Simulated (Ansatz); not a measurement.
Reaction (atomization): `BC1=NCN1C` → B• + 3 C• + 7 H• + 2 N•

Isolated molecules relaxed with PBE0-D4/def2-TZVP in Ansatz; ΔE leaves out vibrations. CCSD(T)/CBS is the MP2 limit (def2-TZVPP, def2-QZVPP) plus CCSD(T) − MP2 in def2-TZVPP, frozen cores. This one scheme is used for every species, atoms too. DFT in def2-TZVPP. Open shells (•) are unrestricted, without spin–orbit coupling. Spin–orbit coupling would lower the free atoms: a little for B, C.

| level | ΔE (kJ/mol) |
| --- | --- |
| PBE0-D4 | 5153.2 |
| CAM-B3LYP | 5112.5 |
| CCSD/def2-SVP | 4755.2 |
| HF/def2-QZVPP | 3557.3 |

Question: What does CCSD(T)/CBS give? (Best estimate.)

Answer: The calculation gave: +5066.4 kJ/mol. The listed levels differ from it by 86.8, 46.1, -311.2, -1509.1 kJ/mol.

Largest T1 diagnostic among the species: 0.014.

In def2-TZVPP, CCSD(T) changes the Hartree–Fock value by +1377.3 kJ/mol (the triples alone add +95.6 kJ/mol) and MP2 by +1482.2 kJ/mol; breaking electron pairs costs correlation energy, which Hartree–Fock lacks. Leaving LDA and LC-ωPBE aside and taking each functional with its dispersion term where it has one, the values, not all of them listed here, spread over 352.4 kJ/mol, from BHLYP-D4 to PBE-D4. LDA lies +671.6 kJ/mol from PBE without D4, its usual overbinding.

For atomizations the MP2-based limit and the directly extrapolated one differ by several kJ/mol either way, and by 10 to 25 for some Ge, Se and Sn compounds, so smaller differences from it don't rank the levels.
